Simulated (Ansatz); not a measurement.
A run for Ansatz (a program for electronic structure): R-RI-MP2/cc-pVQZ on C2H6 (SMILES CC). The basis file is the Basis Set Exchange's JSON of that set.

Ansatz 0.2 input:
```yaml
crystal:
  periodic: [false, false, false]
  atoms:
    - {symbol: C, position_ang: [0.00000000, -0.00000140, 0.76305556]}
    - {symbol: C, position_ang: [-0.00000000, 0.00000140, -0.76305556]}
    - {symbol: H, position_ang: [0.00000000, 1.01710952, 1.16016891]}
    - {symbol: H, position_ang: [-0.88084116, -0.50855542, 1.16017148]}
    - {symbol: H, position_ang: [0.88084116, -0.50855542, 1.16017148]}
    - {symbol: H, position_ang: [0.00000000, -1.01710952, -1.16016891]}
    - {symbol: H, position_ang: [-0.88084116, 0.50855542, -1.16017148]}
    - {symbol: H, position_ang: [0.88084116, 0.50855542, -1.16017148]}
basis:
  gaussian:
    orbitals: cc-pVQZ
    fitting: {mean_field: def2-universal-JKFIT, correlation: cc-pVQZ-RIFIT.json}
magnetization: {spin_polarized: false}
correlation: {method: mp2, electrons: outside_noble_gas}
scf: {lower_state_search: off}
```

Program output:

```
WARN ansatz: RAYON_NUM_THREADS=4 ignored (pool sized by the plan → 4); use --threads N
Functional definition: HF
these checks for a lower state are left out or cut short: stability, starts, cluster_reference, orbital_swaps, neighbouring_geometries, increment
integrals: 0.24 GiB planned
258 factors; integrals over basis functions are off by at most 3.9e0 eV
mean field: 0.41 GiB planned
mean field evaluation 1: about -2154.8593 eV, gradient 2.8e1 eV
mean field evaluation 2: about -2156.5700 eV, gradient 1.1e1 eV
mean field evaluation 4: about -2156.9107 eV, gradient 2.8e-1 eV
mean field evaluation 8: about -2156.9111 eV, gradient 2.5e-6 eV
mean field -2156.91111831 eV, -79.2650215911 hartree, gradient 2.5e-6 eV, S^2 0.000000; 0 other end points of the search recorded, 0 dependent functions left out
2 core orbitals not correlated
594 factors; their error is unknown
reference -2156.91111831 eV, -79.2650215911 hartree; 7, 7 occupied and 281, 281 virtual orbitals, 594 factors
second order -10.67249756 eV of doubles, -0.00000000 eV of singles
Total energy: -2167.58361587 eV, -79.6572286424 hartree
Checks for a lower state left out: stability, starts, cluster_reference, orbital_swaps, neighbouring_geometries, increment
```

The calculation finished and met its thresholds.

Cost: around 1.6 core-seconds (rough).
